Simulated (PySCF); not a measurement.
PySCF input file for C2H7FSi2, SMILES F[SiH2]/C=C\[SiH3], HF/pcSseg-1. The structure is a stationary point at B3LYP-D3(BJ)/def2-SVP. The structure was generated by enumeration; whether it is a known compound was not checked. One conformer was computed; it need not be the lowest.

```python
import numpy as np
from pyscf import gto, scf, dft
from pyscf.prop.nmr import rhf as nmr

mol = gto.M(
    atom='''
    F     1.40440101   -0.92440439   -0.00000000
    Si   -0.03535349   -1.70350505    0.00000000
    C    -1.37908316   -0.41498000   -0.00000000
    C    -1.20881643    0.92219685    0.00000000
    Si    0.40470371    1.91767793    0.00000000
    H    -0.09782852   -2.55869550   -1.21609900
    H    -0.09782853   -2.55869551    1.21609900
    H    -2.41048273   -0.80220787   -0.00000000
    H    -2.12127620    1.53716881   -0.00000000
    H     1.21613743    1.65136596   -1.21950054
    H     0.01202650    3.35761616   -0.00000001
    H     1.21613744    1.65136597    1.21950053
    ''',
    basis='pcSseg-1',
    charge=0,
    spin=0,
    max_memory=1600,
    verbose=3,
)
mf = scf.RHF(mol)
mf.conv_tol = 1e-10
mf.max_cycle = 100
mf.kernel()
n = nmr.NMR(mf)
n.verbose = 2
n.max_cycle_cphf = 60
sigma = n.kernel()
print('atom   isotropic/ppm   span/ppm')
for i, s in enumerate(sigma):
    w = np.linalg.eigvalsh((s + s.T) / 2)
    print(f'{mol.atom_symbol(i):2s}{i + 1:3d} {w.mean():14.3f} {w[2] - w[0]:11.3f}')
```

Program output:

```
converged SCF energy = -757.089392580277
atom   isotropic/ppm   span/ppm
F   1        416.869      31.467
Si  2        407.530      91.838
C   3         38.796     269.246
C   4         31.321     300.787
Si  5        461.655      42.350
H   6         26.914       7.805
H   7         26.914       7.805
H   8         25.148       4.922
H   9         24.480       5.776
H  10         27.614       7.318
H  11         27.926       8.203
H  12         27.614       7.318
```

The calculation finished and met its thresholds.

Cost: around 22 core-seconds (rough).
